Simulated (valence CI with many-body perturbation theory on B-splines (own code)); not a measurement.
# Which ion has this spectrum?

A relativistic CI+MBPT calculation for an atom or ion with 33 electrons gives these levels (eV):

| J | Parity | E | g |
| --- | --- | --- | --- |
| 3/2 | odd | 0.00 | 1.35 |
| 3/2 | odd | 128.67 | 1.46 |
| 5/2 | odd | 134.65 | 1.19 |
| 1/2 | odd | 142.22 | 0.66 |
| 3/2 | even | 171.95 | 0.78 |
| 5/2 | even | 207.04 | 1.22 |
| 5/2 | even | 241.02 | 1.46 |
| 1/2 | even | 256.59 | 2.09 |
| 3/2 | even | 258.60 | 1.17 |
| 3/2 | odd | 271.98 | 1.31 |
| 5/2 | even | 299.79 | 0.96 |
| 3/2 | even | 300.36 | 0.91 |
| 1/2 | even | 300.57 | 0.20 |
| 7/2 | even | 305.87 | 1.04 |

The energies are calculated, and their last digits are not significant.

Question: Which is it?
A. Hg47+
B. Au46+
C. Pb49+
D. Ir44+

Answer: B. Au46+, ground level (4s^2 4p1/2^2 4p3/2) J=3/2.
